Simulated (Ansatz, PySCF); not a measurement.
C4H12W, SMILES [CH3][W]([CH3])([CH3])[CH3] (connectivity only; charge and spin as stated), neutral, multiplicity 3. Atoms are numbered in the order given.

```xyz
17

W      0.0014    -0.0022    -0.0026
C      1.7477    -0.3884    -1.1066
H      2.3232    -1.2267    -0.6687
H      2.4120     0.4969    -1.1309
H      1.5097    -0.6570    -2.1539
C      0.5172     0.5010     1.9720
H     -0.3830     0.7110     2.5813
H      1.1596     1.4020     2.0025
H      1.0706    -0.3214     2.4650
C     -1.0441     1.5950    -0.8823
H     -1.9718     1.8247    -0.3235
H     -1.3310     1.3614    -1.9257
H     -0.4290     2.5153    -0.9024
C     -1.2154    -1.7161     0.0063
H     -1.5056    -2.0084    -1.0214
H     -2.1461    -1.5454     0.5810
H     -0.6926    -2.5777     0.4643
```
Charge 0, spin multiplicity 3.

Geometry optimised at PBE0-D3(BJ)/def2-SVP. The spin state was assumed, not searched. The def2 effective core potentials stand for the cores of W; spin–orbit coupling is left out.

Two levels are set side by side: PBE-D3(BJ)/def2-SVP (Ansatz, a quantum-chemistry and plane-wave program) and PBE0-D3(BJ)/def2-SVP (Ansatz). Each level has its own optimised geometry; the coordinates shown are those of the second. Frequencies come from the Hessian of PySCF at each geometry. Differences are taken from unrounded values.

```tsv
quantity	PBE0-D3(BJ)
mean bond length (Å)	1.356
bond W1–C2 (Å)	2.102
bond W1–C6 (Å)	2.102
bond W1–C10 (Å)	2.102
bond W1–C14 (Å)	2.102
bond C2–H3 (Å)	1.107
bond C2–H4 (Å)	1.107
bond C2–H5 (Å)	1.107
bond C6–H7 (Å)	1.107
bond C6–H8 (Å)	1.107
bond C6–H9 (Å)	1.107
bond C10–H11 (Å)	1.107
bond C10–H12 (Å)	1.107
bond C10–H13 (Å)	1.107
bond C14–H15 (Å)	1.107
bond C14–H16 (Å)	1.107
bond C14–H17 (Å)	1.107
highest harmonic wavenumber (cm⁻¹)	3093
mean harmonic wavenumber (cm⁻¹)	1353
zero-point energy (kcal/mol)	87.06
```

What does PBE-D3(BJ) give, and how far is it from PBE0-D3(BJ)? (An estimate is asked for; the answer gives what the named calculation found.)


```csv
quantity,PBE-D3(BJ),PBE-D3(BJ) minus PBE0-D3(BJ)
mean bond length (Å),1.363,0.008
bond W1–C2 (Å),2.106,0.004
bond W1–C6 (Å),2.106,0.004
bond W1–C10 (Å),2.106,0.004
bond W1–C14 (Å),2.106,0.004
bond C2–H3 (Å),1.116,0.009
bond C2–H4 (Å),1.116,0.009
bond C2–H5 (Å),1.116,0.009
bond C6–H7 (Å),1.116,0.009
bond C6–H8 (Å),1.116,0.009
bond C6–H9 (Å),1.116,0.009
bond C10–H11 (Å),1.116,0.009
bond C10–H12 (Å),1.116,0.009
bond C10–H13 (Å),1.116,0.009
bond C14–H15 (Å),1.116,0.009
bond C14–H16 (Å),1.116,0.009
bond C14–H17 (Å),1.116,0.009
highest harmonic wavenumber (cm⁻¹),2996,-97
mean harmonic wavenumber (cm⁻¹),1310,-44
zero-point energy (kcal/mol),84.25,-2.81
```

GGA bonds tend to be longer and softer than those of functionals with exact exchange. Differences between two approximate levels are no errors against the true value.
